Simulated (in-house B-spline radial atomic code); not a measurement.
Configurations of the rhodium ion Rh²⁺, with energies counted from [Kr] 4d7. All numbers are computed (Dirac-Hartree-Fock, average of configuration; Fermi nucleus of rms radius 4.4945 fm) with a B-spline radial code for spherical atoms, not measured. Energies include first-order Breit, QED and recoil terms.

Occupations are held fixed; configurations that lie above the ionisation limit could autoionise.

```
            configuration  E - E(ref) (eV)  highest orbital  its <r> (bohr)
             [Kr] 4d6 5s1           6.7686            5s1/2           2.682
             [Kr] 4d6 5p1           12.668            5p3/2           3.251
             [Kr] 4d6 6p1           21.542            6p3/2           6.515
             [Kr] 4d6 4f1            22.86            4f5/2            5.67
             [Kr] 4d6 5f1           25.654            5f5/2            9.97
             [Kr] 4d6 6g1           27.297            6g7/2           14.65
[Ar] 3d10 4s2 4p5 4d7 7s1           75.473            7s1/2           9.427
[Ar] 3d10 4s2 4p5 4d7 7g1           79.519            7g7/2           21.14
```

Q: Order these further configurations by energy, lowest first.
A. [Ar] 3d10 4s2 4p5 4d7 8s1
B. [Kr] 4d6 6s1
C. [Kr] 4d6 6f1
D. [Kr] 4d6 7f1
E. [Ar] 3d10 4s2 4p5 4d7 6g1

A: B (19.571 eV), C (27.195 eV), D (28.129 eV), A (77.712 eV), E (78.616 eV).

Q: How far above the reference does [Kr] 4d6 8f1 lie?

A: 28.736 eV; its least bound orbital is 8f5/2 with <r> = 29.05 bohr.

Q: How far above the reference does [Ar] 3d10 4s2 4p5 4d7 4f1 lie?

A: 74.159 eV; its least bound orbital is 4f5/2 with <r> = 5.632 bohr.

Q: How far above the reference does [Kr] 4d6 8s1 lie?

A: 26.404 eV; its least bound orbital is 8s1/2 with <r> = 14.31 bohr.
